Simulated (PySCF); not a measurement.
BeAl⁺, CCSD(T): how much the basis matters

PySCF, RHF reference; singlet, unpaired electrons none; De to Be + Al⁺ without counterpoise correction. Frozen cores follow the default of each basis and core potential.

```csv
basis,relativity,functions,Re (Å),ωe (cm⁻¹),De (eV),frozen orbitals
def2-SVP,no relativity,27,2.912,199,0.34,5
jorge-DZP-DKH,spin-free X2C,39,2.874,237,0.49,5
def2-TZVP,no relativity,56,2.841,243,0.53,5
```

Q: How does each smaller set differ from the one with most functions, def2-TZVP?

A: def2-SVP: +7.1 pm, -18.1 % in ωe, -0.19 eV in De; jorge-DZP-DKH: +3.3 pm, -2.5 % in ωe, -0.04 eV in De. All at CCSD(T); the set with most functions is neither the basis-set limit nor always the best. The rows treat relativity differently, so the differences are not basis effects alone.

Correlated steps freeze 5 core orbitals. Correlated levels converge slowly with the basis: in double zeta they bind strong bonds too weakly, by up to about 1 eV, and carry superposition errors of some tenths. For an ion De counts to the pair picked by the measured ionisation energies or electron affinities, which need not be the lowest pair at this level. The CCSD T1 diagnostic is raised in BeAl⁺, a sign that a single reference may not be enough there.
